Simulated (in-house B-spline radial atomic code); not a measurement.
Checks on a self-consistent run for Ag²⁺, [Ne] 3s1 3p6 3d10 4s2 4p6 4d10. Computed with an all-electron radial atomic-structure program (B-spline basis): Dirac-Hartree-Fock, average of configuration, Fermi nucleus of rms radius 4.5454 fm.

| orbital | q | ε (Eh) | <1/r> | <r²> | small-component weight |
| --- | --- | --- | --- | --- | --- |
| 1s1/2 | 2 | -945.32380 | 49.4375 | 0.00130779 | 0.02965 |
| 2s1/2 | 2 | -143.84462 | 11.4051 | 0.0213678 | 0.0062245 |
| 2p1/2 | 2 | -133.49410 | 11.3607 | 0.01601 | 0.0062161 |
| 2p3/2 | 4 | -127.00980 | 10.6805 | 0.0173216 | 0.0059684 |
| 3s1/2 | 1 | -29.06040 | 4.01761 | 0.15373 | 0.0017785 |
| 3p1/2 | 2 | -24.60039 | 3.92962 | 0.147455 | 0.0017268 |
| 3p3/2 | 4 | -23.40138 | 3.76632 | 0.155969 | 0.0016624 |
| 3d3/2 | 4 | -16.23164 | 3.59672 | 0.136024 | 0.0015389 |
| 3d5/2 | 6 | -15.99155 | 3.55432 | 0.138565 | 0.0015195 |
| 4s1/2 | 2 | -5.26175 | 1.5392 | 0.922878 | 0.00045266 |
| 4p1/2 | 2 | -3.86687 | 1.41132 | 1.05833 | 0.00038761 |
| 4p3/2 | 4 | -3.65720 | 1.36286 | 1.1192 | 0.00037052 |
| 4d3/2 | 4 | -1.42064 | 1.07365 | 1.81831 | 0.0002435 |
| 4d5/2 | 6 | -1.39261 | 1.05832 | 1.86769 | 0.00023768 |

Electron-electron repulsion V_ee = 1954.2349 hartree.

**Question.** What total energy follows from the eigenvalues?

**Answer.** The eigenvalues count the repulsion twice, so E = Σqε - V_ee = -3333.031 - 1954.235 = -5287.266 hartree; the run printed -5287.266.

**Question.** Does the Dirac virial theorem hold?

**Answer.** For a point nucleus E = -2c²Σq·w, with w the small-component weight. Here Σq·w = 0.14077 and c = 137.0360, so the ratio E/(-2c²Σq·w) is 1.000039; the finite nucleus accounts for the departure from 1.

**Question.** What diamagnetic shielding (Lamb formula) and susceptibility (Langevin formula) do the radii give?

**Answer.** σ = (α²/3)Σq<1/r> = 271.781/(3·137.036²) = 4824.2 ppm, and χ = -0.79199×10⁻⁶·Σq<r²> = -23.37×10⁻⁶ cm³/mol with Σq<r²> = 29.513 bohr². Both are non-relativistic formulas without the paramagnetism of open shells.
